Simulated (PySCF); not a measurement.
Calculated NMR parameters of C[Si@H](P)O[SiH2]O[SiH3]

```yaml
Formula: CH11O2PSi3
SMILES: C[Si@H](P)O[SiH2]O[SiH3]
InChI: InChI=1S/CH11O2PSi3/c1-7(4)3-6-2-5/h7H,4,6H2,1,5H3/t7-/m0/s1
Point_group_of_the_computed_structure: C1
Carbon_signals: 1
Proton_signals: 6
```

Bonds (- single, = double, # triple, : aromatic): C1-Si2, Si2-P3, Si2-O4, O4-Si5, Si5-O6, O6-Si7. C1 carries H8, H9, H10; Si2 carries H11; P3 carries H12, H13; Si5 carries H14, H15; Si7 carries H16, H17, H18. Stereochemistry as in C[Si@H](P)O[SiH2]O[SiH3]. H14 is pro-R; H15 is pro-S.

[PySCF 2.14: geometry from GFN2-xTB; σ from GIAO-PBE0/pcSseg-1; non-relativistic Hamiltonian; one computed conformer; averaged over atoms made equivalent by symmetry, fast rotation or ring inversion; no solvent]

Scale: $^{1}$H, $^{13}$C, $^{29}$Si vs TMS; $^{31}$P vs H3PO4; H2O for $^{17}$O (reference shieldings calculated alike).

| carbon | δC, type | δH (multiplicity) | HMBC from (2–3 bonds) | span of the C tensor (ppm) |
| --- | --- | --- | --- | --- |
| C1 | 4.7, CH3 | 0.55 (m) | H11, H12/H13 | 21 |

Other nuclei:
```json
{"atoms": "H11", "nucleus": "$^{1}$H", "environment": "hydrogen on a silicon bonded to C, O, P", "δ (ppm)": "6.11", "σ (ppm)": "25.60"}
{"atoms": "H16/H17/H18", "nucleus": "$^{1}$H", "environment": "hydrogen on a silicon bonded to O", "δ (ppm)": "5.21", "σ (ppm)": "26.50"}
{"atoms": "H14", "nucleus": "$^{1}$H", "environment": "hydrogen on a silicon bonded to 2 O", "δ (ppm)": "4.94", "σ (ppm)": "26.77"}
{"atoms": "H15", "nucleus": "$^{1}$H", "environment": "hydrogen on a silicon bonded to 2 O", "δ (ppm)": "4.89", "σ (ppm)": "26.83"}
{"atoms": "H12/H13", "nucleus": "$^{1}$H", "environment": "hydrogen on a phosphorus bonded to Si", "δ (ppm)": "1.12", "σ (ppm)": "30.60"}
{"atoms": "P3", "nucleus": "$^{31}$P", "environment": "phosphorus bonded to Si, 2 H", "δ (ppm)": "-285.9", "σ (ppm)": "604.3"}
{"atoms": "Si2", "nucleus": "$^{29}$Si", "environment": "silicon bonded to C, O, P, H", "δ (ppm)": "0.9", "σ (ppm)": "348.3"}
{"atoms": "Si7", "nucleus": "$^{29}$Si", "environment": "silicon bonded to O, 3 H", "δ (ppm)": "-45.4", "σ (ppm)": "394.5"}
{"atoms": "Si5", "nucleus": "$^{29}$Si", "environment": "silicon bonded to 2 O, 2 H", "δ (ppm)": "-48.5", "σ (ppm)": "397.6"}
{"atoms": "O4", "nucleus": "$^{17}$O", "environment": "oxygen bonded to 2 Si", "δ (ppm)": "75.0", "σ (ppm)": "261.1"}
{"atoms": "O6", "nucleus": "$^{17}$O", "environment": "oxygen bonded to 2 Si", "δ (ppm)": "39.0", "σ (ppm)": "297.1"}
```

- δH 6.11: hydrogen on a silicon bonded to C, O, P.
- δH 4.94, 4.89: hydrogen on a silicon bonded to 2 O.
- δH 1.12: hydrogen on a phosphorus bonded to Si.
- δH 0.55: hydrogen on a methyl carbon bonded to Si; an electropositive neighbour shields it, as in TMS itself.

Splittings by $^{31}$P in the carbon and heteronuclear signals aren't shown, as no couplings were computed. Shifts are as computed. Against solution values, carbons near 30 ppm lie about +3 ppm off and those near 130 ppm about +5 ppm. Of 1211 compounds with measured shifts, 218 miss one by over three times the rms of a fit or turn the order of signals round; such compounds aren't used in these exercises. Experimental scales use liquid or dissolved standards, which lie at an offset from isolated H2O (liquid H2O: subtract about 36 ppm) and H3PO4. Multiplicities follow the n + 1 count of equivalent neighbours, as no J values were calculated; m marks all less simple cases, F and P coupling included.
